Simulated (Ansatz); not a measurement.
Ansatz (a program for electronic structure) job for B(Me)2(SiH3) (C2H9BSi), SMILES B([SiH3])(C)C, CAM-B3LYP/def2-SVPD. Coordinates come from a PBE0-D3(BJ)/def2-SVP optimisation. This is a generated structure with no PubChem entry under its InChIKey; it may be hypothetical.

Ansatz 0.2 input:
```yaml
crystal:
  periodic: [false, false, false]
  atoms:
    - {symbol: B, position_ang: [0.31777134, -0.27666775, 0.32209946]}
    - {symbol: C, position_ang: [1.81017416, -0.45864049, -0.11570892]}
    - {symbol: H, position_ang: [2.29037380, -1.36591597, 0.28479742]}
    - {symbol: H, position_ang: [2.33004466, 0.39984907, 0.35985972]}
    - {symbol: H, position_ang: [2.01044200, -0.36980771, -1.19388251]}
    - {symbol: C, position_ang: [-0.22210911, -0.95039334, 1.62767120]}
    - {symbol: H, position_ang: [-0.70290690, -1.88594712, 1.27161632]}
    - {symbol: H, position_ang: [-1.01488774, -0.39324689, 2.14881275]}
    - {symbol: H, position_ang: [0.55917461, -1.25583141, 2.34177577]}
    - {symbol: Si, position_ang: [-0.91834654, 0.81684457, -0.87199456]}
    - {symbol: H, position_ang: [-2.16428980, 1.30580268, -0.19661148]}
    - {symbol: H, position_ang: [-1.34926455, -0.03994669, -2.02956730]}
    - {symbol: H, position_ang: [-0.21908165, 2.00676180, -1.46114794]}
basis:
  gaussian:
    orbitals: def2-SVPD
hamiltonian:
  xc: {name: CAM-B3LYP}
```

Output:

```
WARN ansatz: RAYON_NUM_THREADS=1 ignored (pool sized by the plan → 1); use --threads N
Functional definition: CAM-B3LYP
integrals: 0.09 GiB planned
1310 factors; their error is unknown
integrals: 0.12 GiB planned
617 factors; integrals over basis functions are off by at most 4.1e-6 eV
mean field: 0.93 GiB planned
mean field evaluation 1: about -10762.9388 eV, gradient 4.7e1 eV
mean field evaluation 2: about -10764.1406 eV, gradient 4.0e1 eV
mean field evaluation 4: about -10768.2252 eV, gradient 7.0e-1 eV
mean field evaluation 8: about -10768.2524 eV, gradient 1.7e-1 eV
mean field -10768.25246696 eV, -395.7259791770 hartree, gradient 7.5e-5 eV, S^2 0.000000; 0 other end points of the search recorded, 0 dependent functions left out
reference -10768.25262162 eV, -395.7259848606 hartree; 20, 20 occupied and 136, 136 virtual orbitals, 1310 factors
Total energy: -10768.25262162 eV, -395.7259848606 hartree
```

The run converged.
